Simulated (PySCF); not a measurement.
Structure with atom numbers: `[CH3:1][C:2]#[N+:3][AlH2-:4][C:5]([Cl:6])([Cl:7])[Cl:8]`. Hydrogens are named by the atom that carries them.

Geometry: PBE0-D3(BJ)/def2-SVP; GIAO absolute shieldings from PySCF 2.14.0 with density-fitted response routines, gas phase, non-relativistic, averaged over equivalent atoms.

At HF/pcSseg-1 (189 basis functions, 31 s wall time on 1 thread of an Arm Neoverse N1, shared host):
```
      atoms  σ (ppm)
         C2     53.0
         C5     90.5
         C1    188.6
         N3     27.2
        Al4    477.2
Cl6/Cl7/Cl8    668.0
     H(Al4)    28.09
      H(C1)    29.14
```

Q: Estimate the result of repeating the calculation with PBE0/pcSseg-1.

A: 
```csv
atoms,σ at PBE0/pcSseg-1,change
C2,53.5,+0.5
C5,61.6,-28.9
C1,181.7,-6.9
N3,26.1,-1.1
Al4,440.7,-36.5
Cl6/Cl7/Cl8,551.1,-116.9
H(Al4),27.37,-0.72
H(C1),28.85,-0.29
```

The largest change is at Cl6/Cl7/Cl8 (chlorine bonded to C). Cost: 189 basis functions, 56 s wall time on 1 thread of an Arm Neoverse N1, shared host. The order of the carbon signals is the same at both levels.

Carbons that carry Cl, above all several Cl atoms, come out too deshielded, partly because spin–orbit coupling is missing.
